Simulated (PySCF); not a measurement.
## Polarisability and C₆ of W (tungsten, neutral)

[Xe] 4f14 5d4 6s2, high-spin 5D determinant. All numbers are calculated (PySCF 2.14, scalar relativity by spin-free X2C-1e, in ANO-RCC-VTZP). Coupled (time-dependent) response in atomic units; α is the mean over directions. The basis has no added diffuse functions, which lowers α and C₆.

```json
{"method": "PBE0", "mean α (bohr³)": "63.75", "α xx, yy, zz": "65.79, 65.79, 59.66", "C₆ (like pair)": "739.2", "S(−4)": "1483"}
```

S(−4) is the Cauchy moment in α(ω) = α(0) + S(−4) ω² + …

Reference α: 68 ± 15 bohr³ (recommended; Schwerdtfeger and Nagle, table of static dipole polarizabilities (2023 update)). Published C₆: 757.0 (Gould and Bucko (2016)).

Spin-orbit coupling is absent.

α(iu) at PBE0:

```
u (hartree)  α(iu) (bohr³)
          0          63.75
     0.0500          60.31
      0.100          52.31
      0.200          35.43
      0.300          24.23
      0.500          13.73
      0.750          8.741
       1.00          6.397
       1.50          4.057
       2.00          2.853
       3.00          1.656
       5.00         0.7864
```

A single London oscillator, α(iu) = α/(1 + u²/ω²), gives C₆ = (3/4) ω α². Matching the computed C₆ needs ω = 4 × 739.2 / (3 × 63.75²) = 0.243 hartree.

The components differ because the open shell of this determinant is not spherical; for a pure term their mean is the scalar polarisability.

Spin-orbit coupling, absent here, splits the open shell strongly.
